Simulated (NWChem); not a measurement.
## Tetragonal strain in Si (diamond structure): the shear constant

Everything below was run with NWChem. Level: revPBE, default library pseudopotentials (valence charges Si 4), cutoff 15 Ha, shifted 4×4×4 mesh, two-atom cell, no spin-orbit coupling. The cubic cell (a = 5.475 Å, near this level's equilibrium) is stretched by 1 + δ along x and y and by (1 + δ)^−2 along z, at constant volume; symmetry keeps the atoms on their sites.

```tsv
δ	E − E(0) (meV/cell)
-0.020	?
-0.010	7.77
-0.005	1.86
0.000	0.00
0.005	1.71
0.010	7.18
0.020	27.63
```

Question: The cell volume is 41.03 Å³. To second order E − E(0) = 3V(C₁₁ − C₁₂)δ². Fit Aδ² + Bδ³, give C₁₁ − C₁₂, and predict the withheld row.

Answer: A ≈ 75 eV and B ≈ -280 eV, with a largest residual of 0.12 meV, so C₁₁ − C₁₂ = A/(3V) ≈ 97 GPa. The fit predicts 32.11 meV at δ = -0.020; the run gave 32.63.
